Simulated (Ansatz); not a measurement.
Saddle point of BNH$_{5}$ClO$_{2}$, singlet (BNH₅O₂ ([NH3][B]([OH])[OH]) + Cl → BNH₅ClO₂ ([NH3][B]([OH])([OH])[Cl]); bonds formed: B1–Cl6), PBE0-D4/def2-TZVP structure:

| atom | x (Å) | y (Å) | z (Å) |
| --- | --- | --- | --- |
| B1 | -0.2851 | -0.4005 | -0.2425 |
| N2 | 0.8609 | 0.6413 | -0.3692 |
| O3 | -0.0951 | -1.5384 | 0.4672 |
| O4 | -1.2360 | -0.2174 | -1.1802 |
| H5 | 0.6770 | 1.1360 | 0.5736 |
| Cl6 | -0.5716 | 1.0172 | 1.9876 |
| H7 | 1.7888 | 0.2312 | -0.3999 |
| H8 | 0.7266 | 1.2833 | -1.1443 |
| H9 | 0.1028 | -1.3206 | 1.3888 |
| H10 | -1.9684 | -0.8320 | -1.0809 |

Energies are electronic, without zero-point energy. Barriers and step energies count from the start structure reached by relaxing down the imaginary mode; all methods use the PBE0-D4 structures, on which another method's saddle can fall below an end. Computed with Ansatz 0.2.0 (basis: def2-TZVPP, with def2-QZVPP for the basis limit); correlated methods freeze the cores. B3LYP uses VWN-RPA correlation. Extrapolation: Hartree–Fock as exp(−7.88 √X), correlation as X^−2.97.

```json
{"method": "SPW92", "barrier (kJ/mol)": "43.4", "step energy (kJ/mol)": "-1.6"}
{"method": "PBE-D4", "barrier (kJ/mol)": "38.7", "step energy (kJ/mol)": "-9.1"}
{"method": "BLYP-D4", "barrier (kJ/mol)": "38.2", "step energy (kJ/mol)": "-3.3"}
{"method": "r2SCAN-D4", "barrier (kJ/mol)": "?", "step energy (kJ/mol)": "-16.0"}
{"method": "B97M-V", "barrier (kJ/mol)": "30.6", "step energy (kJ/mol)": "-24.8"}
{"method": "PBE0-D4", "barrier (kJ/mol)": "35.7", "step energy (kJ/mol)": "-19.5"}
{"method": "B3LYP-D4", "barrier (kJ/mol)": "36.3", "step energy (kJ/mol)": "-11.4"}
{"method": "r2SCAN0-D4", "barrier (kJ/mol)": "33.6", "step energy (kJ/mol)": "-23.2"}
{"method": "BHLYP-D4", "barrier (kJ/mol)": "31.8", "step energy (kJ/mol)": "-22.7"}
{"method": "CAM-B3LYP-D4", "barrier (kJ/mol)": "36.7", "step energy (kJ/mol)": "-15.7"}
{"method": "wB97X-V", "barrier (kJ/mol)": "32.1", "step energy (kJ/mol)": "-29.5"}
{"method": "wB97M-V", "barrier (kJ/mol)": "?", "step energy (kJ/mol)": "-28.7"}
{"method": "B2PLYP", "barrier (kJ/mol)": "35.5", "step energy (kJ/mol)": "-18.9"}
{"method": "PBE-QIDH", "barrier (kJ/mol)": "33.2", "step energy (kJ/mol)": "-30.1"}
{"method": "RPA on PBE", "barrier (kJ/mol)": "33.4", "step energy (kJ/mol)": "-37.7"}
{"method": "HF", "barrier (kJ/mol)": "?", "step energy (kJ/mol)": "-32.3"}
{"method": "MP2", "barrier (kJ/mol)": "33.2", "step energy (kJ/mol)": "-34.2"}
{"method": "CCSD", "barrier (kJ/mol)": "30.5", "step energy (kJ/mol)": "-36.2"}
{"method": "CCSD(T)", "barrier (kJ/mol)": "31.8", "step energy (kJ/mol)": "-34.5"}
```

Q: Fill in the withheld barriers. (Judge from chemistry; the value comes from the calculation.)

A: Computed: wB97M-V 29.3; r2SCAN-D4 36.0; HF 22.7 kJ/mol. Each is the energy of the saddle less that of the start structure, by the same method.

For comparison, the barrier by CCSD(T) at an estimated basis limit (MP2 extrapolated from triple and quadruple zeta, plus CCSD(T) − MP2 in triple zeta) is 32.8 kJ/mol.

T1 diagnostic: at most 0.013.

Labels in which every atom is bracketed show which atoms are joined, not bond orders.

For scale, one of the runs: CCSD(T)/def2-TZVPP, 236 basis functions, launched by `ansatz run in.yaml --threads 4 --pin off --events-out ev --progress --plain --max-ram 9574MiB`. The run took 2.7 min on 4 CPU threads of an Intel Xeon (shared host), with 4.6 GiB of host memory at its peak.
